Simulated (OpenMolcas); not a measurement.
**GaHCl2O (SMILES [OH][Ga]([Cl])[Cl]): the energy, rung by rung**

GaHCl2O: 5 atoms, total charge 0, spin state singlet. SMILES: `[OH][Ga]([Cl])[Cl]`. The shape is that of a PBE0-D4/def2-TZVP optimisation.

```xyz
5

O     0.2545    1.3546    0.2459
Ga    0.1185   -0.3945    0.0568
Cl    1.5000   -1.6349    1.0577
Cl   -1.4079   -1.2363   -1.1558
H    -0.4152    1.8374   -0.2460
```

Quantity: the energy change with the O1–H5 bond stretched from 0.961 to 1.442 Å, in eV. The values are calculated.

| level | kind | program | value (eV) | less CCSD(T)/def2-SVP |
| --- | --- | --- | --- | --- |
| HF/def2-SVP (unrestricted) | Hartree–Fock | OpenMolcas | 2.92 | +0.60 |
| SVWN5/def2-SVP (restricted) | LDA | OpenMolcas | 2.14 | -0.18 |
| PBE/def2-SVP (restricted) | GGA | OpenMolcas | 2.11 | -0.21 |
| revPBE/def2-SVP (restricted) | GGA | OpenMolcas | 2.10 | -0.22 |
| M06-2X/def2-SVP (restricted) | hybrid meta-GGA | OpenMolcas | 2.46 | +0.14 |
| PBE0/def2-SVP (restricted) | global hybrid | OpenMolcas | 2.41 | +0.09 |
| B2PLYP/def2-SVP (restricted) | double hybrid | OpenMolcas | 2.33 | +0.01 |
| CCSD(T)/def2-SVP (restricted) | coupled cluster or CI | OpenMolcas | 2.32 | 0.00 |

CCSD(T)/def2-SVP (restricted) is the highest level here, not the true value. All-electron rows without a relativistic Hamiltonian named are non-relativistic. The first shape isn't each level's own minimum. The values span 2.10 to 2.92 eV. In the correlated wave-function rows the outer d shell of Ga is correlated, in sets not made for it.
